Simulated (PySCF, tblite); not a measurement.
Isomers of C3H7FOSi. Calculated harmonic vibrations of the isolated species, GFN2-xTB (tblite), most abundant isotopes, no scaling. Against measured fundamentals such values can be off by several per cent, at times by over 20. Modes of hydrogen on silicon can be 10 to 20 % off. One conformer each.

Electronic energies: PBE0/pcSseg-1 single points on the GFN2-xTB geometries (PySCF, gas phase).

| SMILES | electronic energy, lowest = 0 (kJ/mol) |
| --- | --- |
| C[Si@@H]1OC[C@H]1F | 185.0 |
| C[SiH2]O/C=C/F | 208.2 |
| O=C[C@H]([SiH3])CF | 262.8 |
| C[C@@H]1CO[Si@@H]1F | 0.0 |
| O=C[C@@H](F)C[SiH3] | 266.4 |
| FC[C@H]1C[SiH2]O1 | 200.8 |
| F[SiH2]OC1CC1 | 61.8 |

Q: How do GFN2-xTB zero-point energies change the relative energies?

A: 
| SMILES | ZPE (kJ/mol) | of it from modes above 1550 cm⁻¹ | electronic (kJ/mol) | with ZPE, lowest = 0 (kJ/mol) | lowest mode (cm⁻¹) | rings |
| --- | --- | --- | --- | --- | --- | --- |
| C[C@@H]1CO[Si@@H]1F | 256.7 | 122.3 | 0.0 | 0.0 | 107 | 1 |
| F[SiH2]OC1CC1 | 247.5 | 120.7 | 61.8 | 52.6 | 30 | 1 |
| C[Si@@H]1OC[C@H]1F | 251.0 | 121.9 | 185.0 | 179.3 | 94 | 1 |
| FC[C@H]1C[SiH2]O1 | 247.7 | 116.9 | 200.8 | 191.9 | 66 | 1 |
| C[SiH2]O/C=C/F | 238.2 | 128.5 | 208.2 | 189.7 | 40 | 0 |
| O=C[C@H]([SiH3])CF | 234.4 | 121.5 | 262.8 | 240.6 | 45 | 0 |
| O=C[C@@H](F)C[SiH3] | 234.7 | 121.5 | 266.4 | 244.5 | 101 | 0 |

The zero-point energies span 22.3 kJ/mol, from `O=C[C@H]([SiH3])CF` to `C[C@@H]1CO[Si@@H]1F`. The lowest isomer stays, but the order above it changes.

Q: And how do the electronic energies of GFN2-xTB itself compare?

A: `C[C@@H]1CO[Si@@H]1F` 38.7; `F[SiH2]OC1CC1` 0.0; `C[Si@@H]1OC[C@H]1F` 225.5; `FC[C@H]1C[SiH2]O1` 189.0; `C[SiH2]O/C=C/F` 206.7; `O=C[C@H]([SiH3])CF` 309.7; `O=C[C@@H](F)C[SiH3]` 322.1 kJ/mol, lowest = 0. Against the energies above, taken from the same isomer `C[C@@H]1CO[Si@@H]1F`, the largest difference is 100.5 kJ/mol.

Q: What do entropy and thermal enthalpy add at 298.15 K and 1 bar (rigid rotor, harmonic oscillator, one conformer each)?

A: 
```csv
SMILES,point group,symmetry number,S (J/(mol K)),H − H(0) (kJ/mol),ZPE + H − H(0) − TS (kJ/mol)
C[C@@H]1CO[Si@@H]1F,C1,1,345.8,21.11,174.7
F[SiH2]OC1CC1,C1,1,365.5,22.03,160.5
C[Si@@H]1OC[C@H]1F,C1,1,355.1,22.09,167.2
FC[C@H]1C[SiH2]O1,C1,1,345.0,20.59,165.5
C[SiH2]O/C=C/F,Cs,1,386.3,25.19,148.2
O=C[C@H]([SiH3])CF,C1,1,372.6,23.82,147.2
O=C[C@@H](F)C[SiH3],C1,1,355.2,22.54,151.4
```
